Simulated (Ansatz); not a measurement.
Nd(NH2)3 (NdN3H6), relaxed as a quartet with UKS PBE-D4/def2-SVP in Ansatz, starting from the GFN2-xTB geometry. Force threshold 0.02 eV/Å.

In the def2 sets Nd takes a core potential; there is no spin–orbit coupling. With an open 4f shell the SCF may have ended on a state above the lowest.

Start:

```xyz
10

Nd   -0.002    0.017   -0.006
N    -0.456   -1.223   -1.880
H    -1.359   -1.369   -2.333
H     0.206   -1.764   -2.439
N     2.126    0.022    0.857
H     2.454    0.468    1.714
H     2.948   -0.447    0.474
N    -1.672    1.213    1.021
H    -2.650    1.284    0.739
H    -1.596    1.798    1.853
```

| step | energy (eV) | largest force component (eV/Å) | SCF passes |
| --- | --- | --- | --- |
| 1 | -19835.6305 | 1.127 | 171 |
| 2 | -19835.6829 | 0.883 | 75 |
| 3 | -19835.7169 | 0.468 | 63 |
| 4 | -19835.7286 | 0.077 | 75 |
| 5 | -19835.7295 | 0.067 | 89 |
| 6 (rejected) | -19835.7287 | 0.072 | 72 |
| 7 | -19835.7311 | 0.013 | 69 |
| 8 | -19835.7312 | 0.032 | 69 |
| 9 | -19835.7312 | 0.011 | 48 |

Force components are those of the run's own axes.

End:

Cartesian coordinates in Å:
```
Nd 0.082 0.296 -0.210
N -0.444 -1.126 -1.852
H -1.337 -1.256 -2.352
H 0.152 -1.905 -2.173
N 2.070 0.063 0.785
H 2.285 0.324 1.760
H 2.913 -0.429 0.453
N -1.584 1.218 0.959
H -2.587 1.018 0.819
H -1.549 1.797 1.812
```

By distances, no bond broke or formed. The bond that changes most is Nd1–N8, from 2.30 to 2.23 Å (atoms count from 1).

The force fell under the threshold at step 7, but the optimiser went on. No frequencies were taken in this run, so the end may be a saddle point.

It took 42 s on 4 threads of Arm Neoverse V2 on a shared host.
